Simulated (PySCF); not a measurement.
Stretching Ge₂⁺

Set-up: Ge pcseg-1; no relativity (PySCF 2.14). Energies in eV from Ge⁺ + Ge in their ground configurations at the same level. State: quartet, unpaired electrons σ ↑, π ↑↑.

All columns are PBE0.

| R (Å) | E (eV) | HOMO (eV) | LUMO (eV) | Mayer bond order | ⟨S²⟩ |
| --- | --- | --- | --- | --- | --- |
| 2.088 | -2.444 | -13.15 | -10.01 | 1.85 | 3.75 |
| 2.185 | -2.902 | -13.07 | -9.80 | 1.81 | 3.75 |
| 2.282 | -3.148 | -12.78 | -9.78 | 1.77 | 3.75 |
| 2.355 | -3.232 | -12.59 | -9.76 | 1.74 | 3.75 |
| 2.428 | -3.253 | -12.40 | -9.73 | 1.72 | 3.75 |
| 2.501 | -3.226 | -12.23 | -9.69 | 1.69 | 3.75 |
| 2.598 | -3.137 | -12.02 | -9.63 | 1.67 | 3.75 |
| 2.719 | -2.970 | -11.78 | -9.54 | 1.63 | 3.75 |
| 2.865 | -2.727 | -11.54 | -9.41 | 1.60 | 3.75 |
| 3.059 | -2.380 | -11.25 | -9.23 | 1.57 | 3.75 |

Spin–orbit coupling is left out. The state was picked by a PBE0 search and need not be the measured ground state.
